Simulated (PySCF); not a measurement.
# Deuteron quadrupole couplings in `CCC(C)(C)P=C(C)C`

Compound: C₈H₁₇P.
Cartesian coordinates in Å at the GFN2-xTB level; atoms count from 1:
```
atom  x, y, z in Å
C1    -2.2533   -0.0177    1.0867
C2    -1.5209    0.7023   -0.0398
C3    -0.6793   -0.2259   -0.9266
C4    -1.5732   -1.2991   -1.5649
C5    -0.0146    0.5596   -2.0598
P6     0.6041   -1.2401    0.0610
C7     1.6854   -0.2141    0.8433
C8     2.7306   -0.9104    1.6713
C9     1.8045    1.2758    0.8966
H10   -3.0412   -0.6586    0.7010
H11   -2.7063    0.7058    1.7613
H12   -1.5555   -0.6306    1.6573
H13   -2.2498    1.2166   -0.6746
H14   -0.8808    1.4672    0.4010
H15   -2.4108   -0.8384   -2.0866
H16   -1.0005   -1.8839   -2.2831
H17   -1.9625   -1.9837   -0.8148
H18    0.5934    1.3816   -1.6934
H19   -0.7770    0.9729   -2.7203
H20    0.6251   -0.0967   -2.6484
H21    3.7314   -0.6621    1.3148
H22    2.6074   -1.9909    1.6334
H23    2.6644   -0.5891    2.7121
H24    1.1534    1.7886    0.1981
H25    1.5703    1.6269    1.9041
H26    2.8348    1.5668    0.6835
```

Level: PBE0/pcSseg-1 (PySCF, non-relativistic); Q(2H) = 0.00286 b; rigid geometry, the same for H and D, with no vibrational averaging.

**Question.** Rank these positions by the coupling χzz of a deuteron there, largest first.
A. H13 (methylene hydrogen)
B. H11 (methyl hydrogen)
C. H22 (methyl hydrogen)

**Answer.** B (213 kHz), C (208 kHz), A (202 kHz).

**Question.** What are Vzz, η and χzz (234.96 MHz × Q × Vzz) at all hydrogens?

**Answer.** 
```json
{"atom": "H10", "bonded to": "C1", "bond length (Å)": "1.086", "Vzz (au)": "0.3174", "η": "0.02", "χzz (kHz)": "213"}
{"atom": "H11", "bonded to": "C1", "bond length (Å)": "1.088", "Vzz (au)": "0.3163", "η": "0.02", "χzz (kHz)": "213"}
{"atom": "H12", "bonded to": "C1", "bond length (Å)": "1.090", "Vzz (au)": "0.3064", "η": "0.02", "χzz (kHz)": "206"}
{"atom": "H13", "bonded to": "C2", "bond length (Å)": "1.095", "Vzz (au)": "0.3001", "η": "0.02", "χzz (kHz)": "202"}
{"atom": "H14", "bonded to": "C2", "bond length (Å)": "1.090", "Vzz (au)": "0.3079", "η": "0.03", "χzz (kHz)": "207"}
{"atom": "H15", "bonded to": "C4", "bond length (Å)": "1.089", "Vzz (au)": "0.3141", "η": "0.02", "χzz (kHz)": "211"}
{"atom": "H16", "bonded to": "C4", "bond length (Å)": "1.089", "Vzz (au)": "0.3120", "η": "0.02", "χzz (kHz)": "210"}
{"atom": "H17", "bonded to": "C4", "bond length (Å)": "1.088", "Vzz (au)": "0.3132", "η": "0.02", "χzz (kHz)": "210"}
{"atom": "H18", "bonded to": "C5", "bond length (Å)": "1.086", "Vzz (au)": "0.3203", "η": "0.03", "χzz (kHz)": "215"}
{"atom": "H19", "bonded to": "C5", "bond length (Å)": "1.090", "Vzz (au)": "0.3113", "η": "0.02", "χzz (kHz)": "209"}
{"atom": "H20", "bonded to": "C5", "bond length (Å)": "1.089", "Vzz (au)": "0.3115", "η": "0.02", "χzz (kHz)": "209"}
{"atom": "H21", "bonded to": "C8", "bond length (Å)": "1.091", "Vzz (au)": "0.3090", "η": "0.03", "χzz (kHz)": "208"}
{"atom": "H22", "bonded to": "C8", "bond length (Å)": "1.088", "Vzz (au)": "0.3094", "η": "0.04", "χzz (kHz)": "208"}
{"atom": "H23", "bonded to": "C8", "bond length (Å)": "1.091", "Vzz (au)": "0.3088", "η": "0.03", "χzz (kHz)": "207"}
{"atom": "H24", "bonded to": "C9", "bond length (Å)": "1.084", "Vzz (au)": "0.3209", "η": "0.02", "χzz (kHz)": "216"}
{"atom": "H25", "bonded to": "C9", "bond length (Å)": "1.092", "Vzz (au)": "0.3074", "η": "0.03", "χzz (kHz)": "207"}
{"atom": "H26", "bonded to": "C9", "bond length (Å)": "1.092", "Vzz (au)": "0.3075", "η": "0.03", "χzz (kHz)": "207"}
```

**Question.** How does χzz go with the bond length over the 17 C–H bonds?

**Answer.** A straight-line fit has a slope of -12.8 kHz for each 0.01 Å, with a correlation coefficient of -0.93, over lengths from 1.084 to 1.095 Å. The longer bonds have the smaller couplings here.

The structure is a single GFN2-xTB conformer in the gas phase; no vibrational or solvent corrections. GFN2-xTB bond lengths can be off by several hundredths of an ångström, more for odd bonds, and the gradients follow them. The basis is small and wasn't made for field gradients, so the couplings can be 20 % off.
